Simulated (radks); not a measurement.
All-electron atom: Ir14+ in [Kr] 4d10 4f14 5s2 5p1. Calculated with a radial shooting solver on a logarithmic mesh with Libxc functionals: scalar-relativistic Kohn-Sham, PBE, spin-polarised, spherical densities, finite nucleus; open shells are filled with parallel spins first (spin-orbit coupling, left out, can overturn this in heavy ions); Fermi nuclear charge, rms radius 5.4032 fm. Some entries of the table are withheld. Estimate them.

| orbital | occ. | eigenvalue (eV) | r(max) (bohr) | <r> (bohr) |
|---|---|---|---|---|
| 1s up | 1 | -76383.46 | 0.01082 | 0.01744 |
| 1s down | 1 | -76383.29 | 0.01082 | 0.01744 |
| 2s up | 1 | -13592.42 | 0.06230 | 0.07361 |
| 2s down | 1 | -13592.34 | 0.06230 | 0.07361 |
| 2p up | 3 | -11848.94 | 0.05137 | 0.06623 |
| 2p down | 3 | -11848.80 | 0.05137 | 0.06623 |
| 3s up | 1 | -3387.382 | 0.1756 | 0.1904 |
| 3s down | 1 | -3387.287 | 0.1756 | 0.1904 |
| 3p up | 3 | -2877.193 | 0.1744 | 0.1912 |
| 3p down | 3 | -2877.081 | 0.1744 | 0.1912 |
| 3d up | 5 | -2315.164 | 0.1420 | 0.1731 |
| 3d down | 5 | -2315.052 | 0.1420 | 0.1731 |
| 4s up | 1 | -934.3207 | 0.3969 | 0.4227 |
| 4s down | 1 | -934.1138 | 0.3970 | 0.4226 |
| 4p up | 3 | -766.5946 | 0.4170 | 0.4492 |
| 4p down | 3 | -766.3619 | 0.4170 | 0.4491 |
| 4d up | 5 | -560.1940 | (1) | 0.4750 |
| 4d down | 5 | -559.8939 | (2) | 0.4747 |
| 5s up | 1 | -348.2178 | 0.8579 | 0.9020 |
| 5s down | 1 | -346.4034 | 0.8564 | 0.9013 |
| 4f up | 7 | -329.4194 | 0.3919 | 0.5120 |
| 4f down | 7 | -328.9642 | 0.3918 | 0.5106 |
| 5p up | 1 | -296.8996 | 0.9374 | 0.9876 |
| 5p down | 0 | -295.0071 | 0.9363 | 0.9878 |

Answer. 
(1) 4d up r(max) (bohr): 0.4253
(2) 4d down r(max) (bohr): 0.4253
